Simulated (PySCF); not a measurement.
Isomers of C8H10OS, mass 154.045 u with the commonest isotopes. Theory: PBE0-D3(BJ)/def2-SVP geometry optimisation, gas phase (PySCF). One conformer each, none proved a minimum here; rigid rotors.

Problem. Order these by dipole moment, largest first.
A. `[CH3:1][S:2][c:3]1[cH:4][cH:5][c:6]([CH2:7][OH:8])[cH:9][cH:10]1` with C1–S2–C3–C4 179°, C5–C6–C7–O8 -153°, C6–C7–O8–H 57°
B. `[CH:1]#[C:2][C@@H:3]1[CH2:4][S:5][CH2:6][C@@H:7]([CH3:8])[C:9]1=[O:10]` with C2–C3–C4–S5 -64°, C3–C4–S5–C6 -57°, C4–S5–C6–C7 57°, S5–C6–C7–C8 175°
C. `[CH3:1][c:2]1[cH:3][cH:4][c:5]([S@@:6]([CH3:7])=[O:8])[cH:9][cH:10]1` with C4–C5–S6–C7 -104°

Solution. C (4.17 D), A (1.25 D), B (1.11 D).

Problem. Order these by rotational constant C, smallest first.
A. `[CH3:1][S:2][c:3]1[cH:4][cH:5][c:6]([CH2:7][OH:8])[cH:9][cH:10]1` with C1–S2–C3–C4 179°, C5–C6–C7–O8 -153°, C6–C7–O8–H 57° (4-(methylthio)benzyl alcohol)
B. `[CH:1]#[C:2][C@@:3]1([S@@:4]([CH3:5])=[O:6])[C@@H:7]2[CH2:8][CH2:9][C@H:10]12` with C2–C3–S4–C5 -59°
C. `[CH:1]#[C:2][C@@H:3]1[CH2:4][S:5][CH2:6][C@@H:7]([CH3:8])[C:9]1=[O:10]` with C2–C3–C4–S5 -64°, C3–C4–S5–C6 -57°, C4–S5–C6–C7 57°, S5–C6–C7–C8 175°
D. `[CH3:1][c:2]1[cH:3][cH:4][c:5]([S@@:6]([CH3:7])=[O:8])[cH:9][cH:10]1` with C4–C5–S6–C7 -104° (1-methyl-4-(methylsulfinyl)benzene)

Solution. A (475.3 MHz), D (574.9 MHz), C (829.2 MHz), B (876.4 MHz).

Problem. Order these by out-of-plane moment Σ m c² = (Ia + Ib − Ic)/2, smallest first.
A. `[CH:1]#[C:2][C@@:3]1([S@@:4]([CH3:5])=[O:6])[C@@H:7]2[CH2:8][CH2:9][C@H:10]12` with C2–C3–S4–C5 -59°
B. `[CH3:1][S:2][c:3]1[cH:4][cH:5][c:6]([CH2:7][OH:8])[cH:9][cH:10]1` with C1–S2–C3–C4 179°, C5–C6–C7–O8 -153°, C6–C7–O8–H 57° (4-(methylthio)benzyl alcohol)
C. `[CH:1]#[C:2][C@@H:3]1[CH2:4][S:5][CH2:6][C@@H:7]([CH3:8])[C:9]1=[O:10]` with C2–C3–C4–S5 -64°, C3–C4–S5–C6 -57°, C4–S5–C6–C7 57°, S5–C6–C7–C8 175°
D. `[CH3:1][c:2]1[cH:3][cH:4][c:5]([S@@:6]([CH3:7])=[O:8])[cH:9][cH:10]1` with C4–C5–S6–C7 -104°

Solution. B (7.37 u·Å²), D (37.80 u·Å²), A (96.78 u·Å²), C (106.06 u·Å²).

```json
{"SMILES": "C#C[C@@H]1CSC[C@@H](C)C1=O", "point group": "C1", "Ia (u·Å²)": "376.95", "Ib (u·Å²)": "444.63", "Ic (u·Å²)": "609.45", "κ": "0.20", "μa (D)": "0.36", "μb (D)": "0.86", "μc (D)": "0.60"}
{"SMILES": "Cc1ccc([S@@](C)=O)cc1", "point group": "C1", "Ia (u·Å²)": "165.91", "Ib (u·Å²)": "788.72", "Ic (u·Å²)": "879.03", "κ": "-0.95", "μa (D)": "2.74", "μb (D)": "2.95", "μc (D)": "1.09"}
{"SMILES": "CSc1ccc(CO)cc1", "point group": "C1", "Ia (u·Å²)": "151.80", "Ib (u·Å²)": "926.13", "Ic (u·Å²)": "1063.19", "κ": "-0.95", "μa (D)": "0.81", "μb (D)": "0.55", "μc (D)": "0.78"}
{"SMILES": "C#C[C@@]1([S@@](C)=O)[C@@H]2CC[C@@H]21", "point group": "C1", "Ia (u·Å²)": "321.28", "Ib (u·Å²)": "448.93", "Ic (u·Å²)": "576.64", "κ": "-0.28", "μa (D)": "2.49", "μb (D)": "1.17", "μc (D)": "3.12"}
```
